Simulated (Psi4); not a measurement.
F7Re (SMILES [F][Re]([F])([F])([F])([F])([F])[F]), singlet, geometry from GFN2-xTB (such geometries of metal compounds can be far from the true shape) (core potentials on Re). Base run: B3LYP/def2-SV(P) run with Psi4 1.11.

Psi4 was given this input:
```
memory 2 GB

molecule {
0 1
Re    0.00000000    0.00000000    0.00000000
F     0.26548101    1.80612236   -0.29229660
F     0.04380752   -0.28931968   -1.74793913
F    -0.04380752    0.28931968    1.74793913
F    -1.65749255    0.80027314   -0.17400229
F     0.86031045   -1.61084100    0.28818856
F    -1.28986775   -1.31152636    0.18475728
F     1.82156884    0.31597187   -0.00664695
}

set {
  basis def2-sv(p)
}

energy('b3lyp')
print_variables()
```

Variants of this job, named by their change:

| change | ΔE vs base (mEh) | point group used | SCF cycles |
|---|---|---|---|
| base | 0.000 | c1 | 11 |
| jitter_ang = 0.002 | 0.844 | c1 | 11 |
| molecule keys = no_reorient | 0.000 | c1 | 11 |
| molecule keys = symmetry c1, no_reorient, no_com | 0.000 | c1 | 12 |
| molecule keys = symmetry c1 | 0.000 | c1 | 11 |
